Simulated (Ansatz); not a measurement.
Consider the ligand exchange at the Al–O bond: `[OH][Al]([SH])[SH]` + H₂S → `[SH][Al]([SH])[SH]` + H₂O.

Program: Ansatz. Geometries: PBE0-D4/def2-TZVP. ΔE: electronic, gas phase. CCSD(T)/CBS adds triple-zeta CCSD(T) − MP2 to the extrapolated MP2 energy (def2 sets, frozen cores). This one scheme is used for every species. Functionals use def2-TZVPP. One conformer a species, not always the lowest.

| level | ΔE (kcal/mol) |
| --- | --- |
| PBE-QIDH | 4.2 |
| BLYP | 7.6 |
| MP2/def2-TZVPP | 5.0 |
| HF/def2-QZVPP | 8.2 |

(1) What does CCSD(T)/CBS give? (An estimate is asked.)

Largest T1 diagnostic among the species: 0.012.

Results:

(1) Computed: +4.6 kcal/mol. The listed levels differ from it by -0.4, 3.0, 0.4, 3.6 kcal/mol.

Leaving LDA and LC-ωPBE aside and taking each functional with its dispersion term where it has one, the values, not all of them listed here, spread over 4.4 kcal/mol, from revPBE-D4 to CAM-B3LYP-D4. The D4 term adds −1.3 kcal/mol with B3LYP and −0.7 kcal/mol with PBE0; it sums over pairs of atoms, weighted by their polarisabilities, and B3LYP, whose exchange is more repulsive, gets the larger term.

B3LYP here is the variant with VWN-RPA as its local correlation; programs differ in this.
